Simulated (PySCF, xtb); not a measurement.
formate (CHO2), SMILES O=C[O-], charge -1.

GFN2-xTB in xtb at its own geometry gives an orbital gap of 5.35 eV.

Coordinates come from a r2SCAN-D4/def2-TZVPD optimisation.

Question: What does M06-2X/def2-TZVPD (PySCF) give? (An estimate is asked for; the answer gives what the named calculation found.)

Answer: gap 7.31 eV (levels -2.74 and 4.57 eV).
